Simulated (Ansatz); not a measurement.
Cost and result for the atomization energy of BGaH$_{7}$NSi (`N[B]([SiH3])[GaH2]`) (11 atoms, 10 bonds).

| atom | x (Å) | y (Å) | z (Å) |
| --- | --- | --- | --- |
| N1 | -0.7702 | -0.8519 | 1.2062 |
| B2 | -0.1484 | -0.2061 | 0.1459 |
| Si3 | 0.7391 | 1.5771 | 0.4472 |
| Ga4 | -0.2093 | -1.2019 | -1.7193 |
| H5 | -0.8089 | -0.4797 | 2.1441 |
| H6 | -1.2322 | -1.7449 | 1.1201 |
| H7 | 0.1307 | 2.6204 | -0.4288 |
| H8 | 0.6407 | 2.0624 | 1.8593 |
| H9 | 2.1874 | 1.5094 | 0.0961 |
| H10 | -0.9577 | -2.6013 | -1.8069 |
| H11 | 0.4288 | -0.6835 | -3.0640 |

Total charge 0; spin multiplicity 1. Correlated methods include outer-core shells of Ga, which these sets cover unevenly. Scalar relativity is left out up to krypton. All single points use the PBE0-D4/def2-TZVP geometry. It is one conformer, not always the lowest. Program: Ansatz. All runs use 4 threads of an Arm Neoverse V2 on a shared host. Times are those of one run each, without the atoms' runs, and a repeat can differ threefold. Electronic energies, without spin–orbit coupling; frozen cores. CCSD(T)/CBS adds CCSD(T) − MP2 in def2-TZVPP to the MP2 limit, and its time is that of the two runs behind it. T1 = 0.014. With those shells the extrapolation isn't a true limit. HSE06 is the plane-wave form, built on full-range PBE exchange.

CCSD(T)/CBS is a level of theory with its own doubt, some kJ/mol a heavy atom from the limit and from the frozen cores, so smaller differences don't rank the functionals.

```
                          level  functions  wall time
         LDA (SPW92)/def2-TZVPP        250      1.1 s
           revPBE-D4/def2-TZVPP        250      1.8 s
             BLYP-D4/def2-TZVPP        250      1.8 s
PBE-D4/def2-TZVPP (with forces)        250      2.2 s
            BHLYP-D4/def2-TZVPP        250      2.8 s
            HSE06-D4/def2-TZVPP        250      3.1 s
        CAM-B3LYP-D4/def2-TZVPP        250      3.1 s
              B2PLYP/def2-TZVPP        250      4.6 s
               CCSD(T)/def2-SVP        113      4.6 s
             ωB97X-V/def2-TZVPP        250        7 s
                 MP2/def2-QZVPP        483       19 s
             CCSD(T)/def2-TZVPP        250      110 s
              CCSD(T)/CBS(def2)          –    2.2 min
```

Task: What atomization energy does each give, and how far from CCSD(T)/CBS? (An estimate is asked.)

Result: Ansatz gave: 
```json
{"level": "LDA (SPW92)/def2-TZVPP", "atomization (kcal/mol)": "890.2", "difference from CCSD(T)/CBS": "99.8", "per bond": "10.0"}
{"level": "revPBE-D4/def2-TZVPP", "atomization (kcal/mol)": "778.8", "difference from CCSD(T)/CBS": "-11.6", "per bond": "-1.2"}
{"level": "BLYP-D4/def2-TZVPP", "atomization (kcal/mol)": "786.3", "difference from CCSD(T)/CBS": "-4.1", "per bond": "-0.4"}
{"level": "PBE-D4/def2-TZVPP (with forces)", "atomization (kcal/mol)": "794.4", "difference from CCSD(T)/CBS": "4.0", "per bond": "0.4"}
{"level": "BHLYP-D4/def2-TZVPP", "atomization (kcal/mol)": "778.3", "difference from CCSD(T)/CBS": "-12.1", "per bond": "-1.2"}
{"level": "HSE06-D4/def2-TZVPP", "atomization (kcal/mol)": "787.5", "difference from CCSD(T)/CBS": "-2.9", "per bond": "-0.3"}
{"level": "CAM-B3LYP-D4/def2-TZVPP", "atomization (kcal/mol)": "796.6", "difference from CCSD(T)/CBS": "6.2", "per bond": "0.6"}
{"level": "B2PLYP/def2-TZVPP", "atomization (kcal/mol)": "781.1", "difference from CCSD(T)/CBS": "-9.3", "per bond": "-0.9"}
{"level": "CCSD(T)/def2-SVP", "atomization (kcal/mol)": "744.2", "difference from CCSD(T)/CBS": "-46.2", "per bond": "-4.6"}
{"level": "ωB97X-V/def2-TZVPP", "atomization (kcal/mol)": "797.6", "difference from CCSD(T)/CBS": "7.2", "per bond": "0.7"}
{"level": "MP2/def2-QZVPP", "atomization (kcal/mol)": "782.6", "difference from CCSD(T)/CBS": "-7.8", "per bond": "-0.8"}
{"level": "CCSD(T)/def2-TZVPP", "atomization (kcal/mol)": "772.4", "difference from CCSD(T)/CBS": "-18.0", "per bond": "-1.8"}
{"level": "CCSD(T)/CBS(def2)", "atomization (kcal/mol)": "790.4", "difference from CCSD(T)/CBS": "0.0", "per bond": "0.0"}
```

At CCSD(T), def2-SVP lies −46.2 kcal/mol from the extrapolated value and def2-TZVPP −18.1 kcal/mol: correlation converges slowly with the basis, and small sets miss more of it in the bonded molecule than in its fragments. From PBE to PBE0 (25 % exact exchange), in def2-TZVPP and without D4, the atomization energy moves by −6.4 kcal/mol: exact exchange takes away binding that semilocal exchange gives to molecules. In def2-TZVPP, CCSD(T) changes the Hartree–Fock value by +191.5 kcal/mol (the triples alone add +9.3 kcal/mol) and MP2 by +191.0 kcal/mol; breaking electron pairs costs correlation energy, which Hartree–Fock lacks.
